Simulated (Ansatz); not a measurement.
The cluster BaSe2, relaxed as a singlet with RKS PBE0-D4/def2-TZVP in Ansatz, starting from the GFN2-xTB geometry. Force threshold 0.02 eV/Å.

In the def2 sets Ba takes a core potential; there is no spin–orbit coupling. The structure comes from a short search, and lower isomers may exist.

Start:

Cartesian coordinates in Å:
```
Ba 1.616 -0.342 -0.453
Se -0.896 0.993 -0.711
Se -0.720 -0.650 1.164
```

```json
{"step": "1", "energy (eV)": "-131380.3066", "largest force component (eV/Å)": "0.724", "SCF passes": "19"}
{"step": "2", "energy (eV)": "-131380.3468", "largest force component (eV/Å)": "0.344", "SCF passes": "21"}
{"step": "3", "energy (eV)": "-131380.3541", "largest force component (eV/Å)": "0.058", "SCF passes": "23"}
{"step": "4", "energy (eV)": "-131380.3543", "largest force component (eV/Å)": "0.001", "SCF passes": "23"}
```

Force components are those of the run's own axes.

End:

```xyz
3

Ba    1.627   -0.345   -0.455
Se   -0.898    0.960   -0.671
Se   -0.729   -0.615    1.127
```

By distances, no bond broke or formed. The bond that changes most is Se2–Se3, from 2.50 to 2.40 Å (atoms count from 1). The end is the same structure that another start reached, the lowest one found.

No frequencies were taken in this run, so the end may be a saddle point.

Hardware: 4 threads of Arm Neoverse V2 on a shared host. Wall time 8.1 s.
